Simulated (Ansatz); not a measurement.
The lowest singlet and triplet of CClF (SMILES F[C]Cl); geometries from B3LYP-D3(BJ)/def2-TZVP, each state relaxed from the structure named, with no frequency check.
Singlet at the triplet's geometry (charge 0, multiplicity 1):
```xyz
3

F     -1.611    -0.206     0.000
C     -0.527     0.540     0.000
Cl     1.039    -0.081     0.000
```

A positive gap puts the triplet lower; no zero-point energy. R- takes a restricted singlet. The triplet is unrestricted in single-reference levels. Active spaces average the two states.

Cores are frozen in the correlated methods.

Run with Ansatz (Gaussian orbitals). Values without a source in brackets are computed.

R-PBE/def2-TZVPP gives -93.8 kJ/mol for the gap E(singlet) − E(triplet), vertical, at the triplet's geometry.

**Question.** Where do these levels fall relative to PBE: R-r2SCAN/def2-TZVPP, R-PBE0/def2-TZVPP, R-wB97M-V/def2-TZVPP, R-B2PLYP/def2-TZVPP, R-MP2/cc-pV(Q+d)Z, R-CCSD(T)/cc-pV(Q+d)Z, SC-NEVPT2 on SA-CASSCF(2,2)/cc-pV(Q+d)Z, FIC-MRCISD+Q on SA-CASSCF(2,2)/cc-pV(Q+d)Z.

**Answer.** R-r2SCAN/def2-TZVPP 30.6; R-PBE0/def2-TZVPP 19.2; R-wB97M-V/def2-TZVPP -19.0; R-B2PLYP/def2-TZVPP -0.6; R-MP2/cc-pV(Q+d)Z -3.8; R-CCSD(T)/cc-pV(Q+d)Z -10.1; SC-NEVPT2 on SA-CASSCF(2,2)/cc-pV(Q+d)Z 0.6; FIC-MRCISD+Q on SA-CASSCF(2,2)/cc-pV(Q+d)Z -3.0 kJ/mol. 3 of 8 lie above PBE; the widest gap is to R-r2SCAN/def2-TZVPP.

Doubts at one or more of the structures used: a restricted determinant that unrestricted orbitals would lower (R-r2SCAN/def2-TZVPP, R-PBE0/def2-TZVPP, R-B2PLYP/def2-TZVPP, R-MP2/cc-pV(Q+d)Z, R-CCSD(T)/cc-pV(Q+d)Z).

Ansatz is a program for electronic structure.
